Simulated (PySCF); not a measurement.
C₂H₈InN. Atoms are numbered in the order given.

```xyz
12

In     0.0000     0.0000    -0.8631
H      0.0000    -1.5784    -1.5576
H      0.0000     1.5784    -1.5576
N      0.0000     0.0000     1.1876
C      0.0000     1.2051     1.9842
C      0.0000    -1.2051     1.9842
H     -0.8896     1.2662     2.6471
H      0.8896     1.2662     2.6471
H      0.0000     2.1033     1.3469
H      0.8896    -1.2662     2.6471
H     -0.8896    -1.2662     2.6471
H      0.0000    -2.1033     1.3469
```
Charge 0, spin multiplicity 1.

Coordinates come from a B3LYP-D3(BJ)/def2-SVP optimisation. The structure was generated by enumeration; whether it is a known compound was not checked. The def2 effective core potentials stand for the cores of In; spin–orbit coupling is left out.

The numbers are results of PBE/def2-TZVP in PySCF, not measurements.

ESP charges are fitted to the potential on shells at 1.4 to 2.0 van der Waals radii. Atomic charges (e):

```json
[
 {"atom": "In1", "Mulliken": "0.35", "ESP fit": "0.45"},
 {"atom": "H2", "Mulliken": "-0.10", "ESP fit": "?"},
 {"atom": "H3", "Mulliken": "-0.10", "ESP fit": "?"},
 {"atom": "N4", "Mulliken": "-0.27", "ESP fit": "?"},
 {"atom": "C5", "Mulliken": "-0.27", "ESP fit": "-0.55"},
 {"atom": "C6", "Mulliken": "-0.27", "ESP fit": "-0.55"},
 {"atom": "H7", "Mulliken": "0.11", "ESP fit": "?"},
 {"atom": "H8", "Mulliken": "0.11", "ESP fit": "?"},
 {"atom": "H9", "Mulliken": "0.13", "ESP fit": "?"},
 {"atom": "H10", "Mulliken": "0.11", "ESP fit": "?"},
 {"atom": "H11", "Mulliken": "0.11", "ESP fit": "?"},
 {"atom": "H12", "Mulliken": "0.13", "ESP fit": "?"}
]
```

Problem. Complete the blanks. (The exact figures need the calculation; the answer reports its results.)

Solution. 
- H2, ESP fit: -0.16
- H3, ESP fit: -0.16
- N4, ESP fit: 0.04
- H7, ESP fit: 0.16
- H8, ESP fit: 0.16
- H9, ESP fit: 0.15
- H10, ESP fit: 0.16
- H11, ESP fit: 0.16
- H12, ESP fit: 0.15
